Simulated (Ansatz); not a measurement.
Input file for `C[NH][Zr]([F])([F])[F]`:

```yaml
crystal:
  periodic: [false, false, false]
  atoms:
    - {symbol: C, position_ang: [0.789738, -1.276159, 0.245306]}
    - {symbol: N, position_ang: [0.677180, 0.080366, -0.258056]}
    - {symbol: Zr, position_ang: [-0.977181, 1.212761, -0.157988]}
    - {symbol: F, position_ang: [-2.390501, 0.268055, -1.032158]}
    - {symbol: F, position_ang: [-0.582337, 2.890879, -0.970269]}
    - {symbol: F, position_ang: [-1.476383, 1.369470, 1.680550]}
    - {symbol: H, position_ang: [1.030436, -1.990614, -0.549017]}
    - {symbol: H, position_ang: [1.547927, -1.361696, 1.030936]}
    - {symbol: H, position_ang: [-0.160510, -1.597327, 0.684122]}
    - {symbol: H, position_ang: [1.541639, 0.404256, -0.673436]}
basis:
  gaussian: {orbitals: def2-TZVPP}
correlation: {method: ccsd_t}
output: {orbitals: {seedname: orbitals}}
```

```sh
$ ansatz run in.yaml --threads 4 --pin off --events-out ev --progress --plain --max-ram 11315MiB
```

Output of Ansatz, abridged:

```
Functional definition: HF
  name "HF"
  cite "Fock, Z. Phys. 61, 126 (1930) doi:10.1007/BF01340294"
  parent pbe
  exchange = exact_x
  correlation = 0
1683 factors; integrals over basis functions are off by at most 9.8e-4 eV
mean field evaluation 1: about -11964.2712 eV, gradient 6.6e1 eV
mean field evaluation 2: about -11964.4302 eV, gradient 6.6e1 eV
mean field evaluation 4: about -11971.9741 eV, gradient 3.2e0 eV
mean field evaluation 8: about -11972.0500 eV, gradient 3.0e-1 eV
mean field -11972.05034418 eV, -439.9647352016 hartree, gradient 5.6e-6 eV, S^2 0.000000; 0 other end points of the search recorded, 0 dependent functions left out
5 core orbitals not correlated: weight in the atoms' cores, before any rotation towards them, 1.000 or more for the frozen orbitals, at most 0.000 for the correlated occupied ones
reference -11972.05034418 eV, -439.9647352016 hartree; 23, 23 occupied and 239, 239 virtual orbitals, 1683 factors
second order -40.57367541 eV of doubles, -0.00000000 eV of singles
cycle   1  -39.60031274 eV  change    9.7e-1 eV  update   1.8e-1
cycle   2  -40.54052204 eV  change   -9.4e-1 eV  update   7.3e-2
cycle   3  -40.80993481 eV  change   -2.7e-1 eV  update   3.1e-2
cycle   4  -40.79486486 eV  change    1.5e-2 eV  update   9.1e-3
cycle   5  -40.78063800 eV  change    1.4e-2 eV  update   3.2e-3
cycle   6  -40.78218017 eV  change   -1.5e-3 eV  update   1.3e-3
cycle   7  -40.78271009 eV  change   -5.3e-4 eV  update   4.4e-4
cycle   8  -40.78235778 eV  change    3.5e-4 eV  update   2.3e-4
cycle   9  -40.78241947 eV  change   -6.2e-5 eV  update   7.4e-5
cycle  10  -40.78251575 eV  change   -9.6e-5 eV  update   3.2e-5
cycle  11  -40.78246003 eV  change    5.6e-5 eV  update   1.1e-5
perturbative correction -1.50925033 eV, -0.0554639266 hartree
Total energy: -12014.34205454 eV, -441.5189268907 hartree
```

Run time 12 min (4 threads of an Arm Neoverse V1 on a shared host); peak host memory 8 GiB.

The correlation energy is -42.292 eV, 3.6 % of it from (T); the T1 diagnostic reads 0.0165.
